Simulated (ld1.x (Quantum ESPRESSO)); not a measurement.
# An all-electron radial function and its pseudo partner (silicon (Si))

Columns: radius, all-electron u(r) and pseudo u(r) of the 3s shell (level -19.03 eV) of silicon in the configuration [Ne] 3s2 3p1; PBE, scalar-relativistic, RRKJ scheme, ld1.x (Quantum ESPRESSO) 7.5.

```tsv
r (bohr)	all-electron	pseudo
0.088	0.1542	0.0229
0.175	-0.0730	0.0463
0.262	-0.2662	0.0712
0.350	-0.3516	0.0988
0.438	-0.3405	0.1297
0.525	-0.2657	0.1644
0.612	-0.1549	0.2040
0.700	-0.0264	0.2496
0.788	0.1045	0.3009
0.875	0.2279	0.3569
0.962	0.3402	0.4171
1.050	0.4401	0.4802
1.138	0.5250	0.5427
1.225	0.5946	0.6007
1.312	0.6508	0.6520
1.400	0.6949	0.6948
1.487	0.7270	0.7268
1.575	0.7487	0.7486
1.662	0.7607	0.7607
1.750	0.7644	0.7644
1.838	0.7608	0.7608
1.925	0.7512	0.7512
2.012	0.7366	0.7366
2.100	0.7175	0.7175
2.188	0.6951	0.6951
2.275	0.6704	0.6704
```

**Question.** How many radial nodes do the two functions have?

**Answer.** The all-electron 3s function has n − l − 1 = 2; the pseudo-wave has 0, since the states of the same l below it are removed with the core.

**Question.** At about which radius was the pseudo-wave matched?

**Answer.** 1.75 bohr. The columns agree to 0.0005 from 1.40 bohr on; several derivatives are matched, so the curves merge somewhat inside the radius.

**Question.** Is the pseudo-wave norm-conserving?

**Answer.** Yes: the RRKJ scheme keeps the norm inside the radius equal to the all-electron one, which fixes the energy derivative of the logarithmic derivative at the level.
